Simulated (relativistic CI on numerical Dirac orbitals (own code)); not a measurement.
# Line list: Electric-dipole lines, Cs XV

Computed by Dirac-Coulomb-Breit CI, orbitals from a KLI potential per configuration, QED by a radiative potential, unscaled Slater integrals (own radial code, finite nucleus).

Configurations in the expansion (outside the closed core [Ar] 3d10): 4s2 4p6 4d5, 4s2 4p5 4d6, 4s2 4p6 4d4 4f, 4s 4p6 4d6, 4s2 4p6 4d4 5s, 4s2 4p5 4d5 4f, 4s2 4p6 4d4 5p, 4s 4p6 4d5 4f, 4s2 4p6 4d3 4f 5s, 4s2 4p6 4d4 5d, 4s2 4p6 4d3 5s 5p, 4s2 4p5 4d5 5s, 4s2 4p6 4d4 5f, 4s2 4p6 4d4 6s, 4s2 4p6 4d4 6p, 4s2 4p6 4d4 5g, 4s2 4p6 4d4 6f, 4s2 4p6 4d4 7p, 4p6 4d6 5p, 4p6 4d7, 4p5 4d8, 4p5 4d7 4f, 4s2 4p6 4d3 5s2, 4s2 4p6 4d2 4f 5s2, 4s2 4p5 4d3 4f 5s2, 4s2 4p6 4d2 5s2 5p. Double excitations out of closed p, d and f shells are left out; levels of such configurations are missing from the list, as are those of other unlisted configurations, and high levels can miss mixing partners. These lack a partner that the ground configuration has and come out too high: 4s2 4p5 4d5 5s.

```
λ vac (nm)                     Lower                          Upper   A (s⁻¹)        gf  Branching (%)
    10.629    4s2 4p6 4d5 6S_5/2 [1]   4s2 4p6 4d4 4f 4F°_7/2 [329]  2.66e+09  3.61e-02           26.1
    10.722    4s2 4p6 4d5 6S_5/2 [1]   4s2 4p6 4d4 4f 4D°_7/2 [309]  2.08e+09  2.86e-02           29.5
    10.758    4s2 4p6 4d5 6S_5/2 [1]   4s2 4p6 4d4 4f 4D°_7/2 [301]  4.31e+09  5.98e-02           45.1
    10.811    4s2 4p6 4d5 6S_5/2 [1]   4s2 4p6 4d4 4f 4H°_7/2 [287]  2.35e+09  3.30e-02           31.8
    10.962   4s2 4p6 4d5 4G_11/2 [4]  4s2 4p6 4d4 4f 2H°_11/2 [377]  3.45e+09  7.46e-02           30.7
    11.041    4s2 4p6 4d5 4G_7/2 [3]      4s2 4p5 4d6 2D°_5/2 [359]  5.97e+09  6.54e-02           24.7
    11.276    4s2 4p6 4d5 4G_9/2 [5]   4s2 4p6 4d4 4f 4F°_7/2 [329]  3.21e+09  4.89e-02           31.4
    11.438    4s2 4p6 4d5 4G_7/2 [3]   4s2 4p6 4d4 4f 4H°_7/2 [287]  1.74e+09  2.74e-02           23.6
    11.568   4s2 4p6 4d5 4G_11/2 [4]  4s2 4p6 4d4 4f 2I°_11/2 [264]  1.73e+09  4.18e-02           33.0
    11.595    4s2 4p6 4d5 4G_9/2 [5]  4s2 4p6 4d4 4f 2I°_11/2 [264]  1.65e+09  3.99e-02           31.4
    11.764  4s2 4p6 4d5 2H_11/2 [25]  4s2 4p6 4d4 4f 2H°_11/2 [377]  4.46e+09  1.11e-01           39.6
    11.793  4s2 4p6 4d5 2I_13/2 [13]  4s2 4p6 4d4 4f 4I°_13/2 [294]  3.14e+09  9.16e-02           71.6
    12.735  4s2 4p6 4d5 2I_13/2 [13]     4s2 4p5 4d6 4G°_11/2 [149]  3.88e+09  1.13e-01           72.2
    12.835  4s2 4p6 4d5 2I_13/2 [13]  4s2 4p6 4d4 4f 4K°_11/2 [141]  4.71e+09  1.40e-01           83.5
    12.900  4s2 4p6 4d5 2I_11/2 [11]   4s2 4p6 4d4 4f 6D°_9/2 [128]  3.20e+09  7.97e-02           53.8
    12.947  4s2 4p6 4d5 2I_13/2 [13]     4s2 4p5 4d6 4G°_11/2 [133]  2.16e+09  6.52e-02           52.2
    13.165    4s2 4p6 4d5 4G_9/2 [5]       4s2 4p5 4d6 2G°_9/2 [88]  1.78e+09  4.62e-02           38.1
    13.169  4s2 4p6 4d5 2I_11/2 [11]     4s2 4p5 4d6 2I°_11/2 [106]  6.86e+09  2.14e-01           76.5
    13.186    4s2 4p6 4d5 4G_9/2 [5]       4s2 4p5 4d6 4G°_7/2 [87]  5.31e+09  1.11e-01           75.7
    13.257   4s2 4p6 4d5 4D_5/2 [10]       4s2 4p5 4d6 4S°_3/2 [99]  4.79e+09  5.05e-02           51.7
    13.273    4s2 4p6 4d5 6S_5/2 [1]       4s2 4p5 4d6 6F°_7/2 [45]  1.19e+09  2.50e-02           37.1
    13.274   4s2 4p6 4d5 4G_11/2 [4]       4s2 4p5 4d6 4G°_9/2 [80]  4.43e+09  1.17e-01           67.2
    13.279   4s2 4p6 4d5 4G_11/2 [4]      4s2 4p5 4d6 4G°_11/2 [79]  5.73e+09  1.82e-01           90.8
    13.302    4s2 4p6 4d5 4D_7/2 [9]       4s2 4p5 4d6 4P°_5/2 [91]  3.53e+09  5.62e-02           45.4
    13.378  4s2 4p6 4d5 2I_13/2 [13]      4s2 4p5 4d6 2I°_13/2 [98]  7.61e+09  2.86e-01           88.7
    13.390   4s2 4p6 4d5 2G_9/2 [16]      4s2 4p5 4d6 2G°_9/2 [105]  2.36e+09  6.35e-02           49.6
    13.413   4s2 4p6 4d5 4G_11/2 [4]       4s2 4p5 4d6 4F°_9/2 [73]  3.03e+09  8.18e-02           45.0
    13.421    4s2 4p6 4d5 4G_5/2 [2]       4s2 4p5 4d6 4F°_5/2 [65]  4.13e+09  6.70e-02           62.1
    13.428    4s2 4p6 4d5 6S_5/2 [1]       4s2 4p5 4d6 4P°_5/2 [43]  3.70e+09  6.00e-02           79.2
    13.429    4s2 4p6 4d5 4D_7/2 [9]       4s2 4p5 4d6 4F°_5/2 [85]  3.03e+09  4.92e-02           30.8
    13.444    4s2 4p6 4d5 4G_7/2 [3]       4s2 4p5 4d6 4F°_7/2 [67]  1.87e+09  4.05e-02           24.7
    13.472    4s2 4p6 4d5 6S_5/2 [1]       4s2 4p5 4d6 6P°_3/2 [42]  9.38e+09  1.02e-01           98.4
    13.513    4s2 4p6 4d5 6S_5/2 [1]       4s2 4p5 4d6 6P°_5/2 [41]  4.11e+09  6.76e-02           98.0
    13.576    4s2 4p6 4d5 6S_5/2 [1]       4s2 4p5 4d6 6D°_7/2 [40]  3.03e+09  6.71e-02           89.1
    13.581    4s2 4p6 4d5 4G_7/2 [3]       4s2 4p5 4d6 4G°_7/2 [63]  5.12e+09  1.13e-01           67.1
    13.599    4s2 4p6 4d5 4G_5/2 [2]       4s2 4p5 4d6 4D°_5/2 [56]  2.86e+09  4.76e-02           54.5
    13.682    4s2 4p6 4d5 4G_9/2 [5]       4s2 4p5 4d6 4G°_9/2 [62]  4.23e+09  1.19e-01           65.6
    13.732   4s2 4p6 4d5 4G_11/2 [4]      4s2 4p5 4d6 4H°_11/2 [58]  1.50e+09  5.08e-02           31.5
    13.732    4s2 4p6 4d5 4D_7/2 [9]       4s2 4p5 4d6 4F°_7/2 [67]  2.89e+09  6.53e-02           38.1
    13.753    4s2 4p6 4d5 4G_5/2 [6]       4s2 4p5 4d6 4G°_5/2 [59]  4.25e+09  7.23e-02           59.9
    13.805    4s2 4p6 4d5 4D_7/2 [9]       4s2 4p5 4d6 2G°_9/2 [66]  1.60e+09  4.58e-02           36.2
    13.826    4s2 4p6 4d5 4G_7/2 [3]       4s2 4p5 4d6 4H°_9/2 [54]  1.83e+09  5.26e-02           60.9
    13.849    4s2 4p6 4d5 4G_5/2 [2]       4s2 4p5 4d6 4D°_7/2 [51]  1.92e+09  4.41e-02           56.1
    14.063   4s2 4p6 4d5 2G_9/2 [16]      4s2 4p5 4d6 2H°_11/2 [70]  2.26e+09  8.04e-02           57.0
    14.089   4s2 4p6 4d5 4G_11/2 [4]      4s2 4p5 4d6 4H°_13/2 [49]  1.38e+09  5.76e-02           98.2
```

Terms are leading LS components. Brackets give the number of a level in order of energy, since labels repeat. The list gives strong lines, with weight on those to low levels, without lines whose two gauges differ by over a factor of 2.5, among the lowest 400 of 9629 levels, so that lines to higher ones, which can be the strongest, are missing. Levels whose partners in the same complex of configurations lie outside the list can be far off, and so can their lines. Rates are taken at the computed energies, electric ones in the length gauge.

At this charge energies of transitions that change n are usually good to better than 1 %, and those within a shell (Δn = 0) to a few per cent. Terms inside the open d or f shell come out 10 to 20 % too wide with unscaled integrals. Levels and lines within the n = 5 or 6 shells can be off by up to 10 % or somewhat more, and those that change n by about 2 %, since core polarisation is missing.

LS names give the leading component of a level, which can be under half, so a name can repeat, a term be missing and a line seem to break the LS rules.
